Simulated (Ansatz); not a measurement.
Wavefunction ladder for CH4AlIS

Z-matrix (Å, degrees):
```
C
Al 1 1.942
S 1 1.859 2 81.6
H 1 1.090 2 116.7 3 102.7
H 1 1.086 2 126.2 3 -109.2
I 2 2.494 1 116.5 3 91.0
H 2 1.573 1 122.5 3 -93.6
H 3 1.345 1 97.0 2 -80.7
```

The species carries charge 0 and has multiplicity 1. Correlated methods include outer-core shells of I, which these sets cover unevenly. I takes the def2 core potential. The bonds changed during the relaxation, so this is another structure than the one it started from. All single points use the PBE0-D4/def2-TZVP geometry. It is one conformer, not always the lowest. Frozen core, restricted reference, Ansatz 0.2.0.

| basis | HF (Eh) | MP2 corr. | CCSD corr. | (T) | CCSD(T) total |
| --- | --- | --- | --- | --- | --- |
| def2-SVP | -976.12643 | -0.45698 | -0.50177 | -0.01466 | -976.64286 |
| def2-TZVPP | -976.40473 | -0.92917 | -0.93584 | -0.03129 | -977.37186 |
| def2-QZVPP | -976.42567 | -1.13351 | – | – | – |
